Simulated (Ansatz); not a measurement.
Isolated molecules relaxed with PBE0-D4/def2-TZVP in Ansatz; ΔE leaves out vibrations. CBS: MP2 limit from def2 TZ/QZ plus the TZ coupled-cluster correction, frozen cores. DFT in def2-TZVPP. B3LYP here is the variant with VWN-RPA as its local correlation; programs differ in this. Elements past krypton have def2 core potentials. For Sn outer-core shells are correlated without core-valence functions, which leaves a few kJ/mol of doubt a bond. One conformer a species, not always the lowest.

Consider the formal exchange of groups at the Sn–N bond: `C#C[NH][SnH3]` + `COC(C)=N` → `CO[C](=N)[SnH3]` + `C#CNC`.

`C#C[NH][SnH3]`:

Cartesian coordinates in Å:
```
C 1.451 0.805 1.773
C 0.833 0.820 0.737
N 0.098 0.788 -0.374
Sn -1.002 -0.872 -0.839
H 1.996 0.818 2.684
H 0.422 1.387 -1.119
H -2.162 -1.021 0.393
H -1.675 -0.504 -2.359
H 0.039 -2.221 -0.896
```

`COC(C)=N`:

Cartesian coordinates in Å:
```
C -0.669 -0.343 -1.786
O -0.840 -0.052 -0.408
C 0.285 0.053 0.314
C -0.039 0.362 1.741
N 1.420 -0.102 -0.222
H -1.673 -0.390 -2.205
H -0.084 0.437 -2.277
H -0.152 -1.295 -1.919
H -0.597 1.298 1.802
H 0.867 0.444 2.339
H -0.676 -0.423 2.157
H 2.158 0.011 0.464
```

`CO[C](=N)[SnH3]`:

Cartesian coordinates in Å:
```
C -0.800 -0.486 -1.833
O -0.760 -0.335 -0.424
C 0.379 0.158 0.118
N 1.436 0.509 -0.474
Sn 0.240 0.311 2.266
H -1.784 -0.889 -2.065
H -0.674 0.476 -2.339
H -0.032 -1.184 -2.179
H 1.399 0.397 -1.489
H 1.707 0.943 2.847
H -1.062 1.339 2.661
H -0.049 -1.241 2.911
```

`C#CNC`:

```xyz
9

C     0.347    1.944   -0.976
C     0.056    0.797   -0.758
N    -0.312   -0.460   -0.487
C    -0.173   -0.934    0.880
H     0.593    2.957   -1.181
H    -0.044   -1.130   -1.192
H    -0.618   -1.927    0.956
H    -0.718   -0.264    1.544
H     0.870   -0.982    1.214
```

```
             level  ΔE (kJ/mol)  difference from CCSD(T)/CBS
            PBE-D4         84.7                        -11.1
         r2SCAN-D4         95.2                         -0.6
          B3LYP-D4         90.4                         -5.4
           ωB97X-V         94.4                         -1.4
               PBE         84.6                        -11.2
              PBE0         91.9                         -3.9
     HF/def2-TZVPP        105.9                         10.1
SCS-MP2/def2-TZVPP         95.4                         -0.4
SCS-MP2/def2-QZVPP         97.8                          2.0
    CCSD/CBS(def2)         98.2                          2.4
       CCSD(T)/CBS         95.8                            0
```

Largest T1 diagnostic among the species: 0.014.

From PBE to PBE0 (25 % exact exchange), in def2-TZVPP and without D4, ΔE moves by +7.2 kJ/mol. In def2-TZVPP, CCSD(T) changes the Hartree–Fock value by −13.7 kJ/mol (the triples alone add −2.5 kJ/mol) and MP2 by −9.4 kJ/mol.
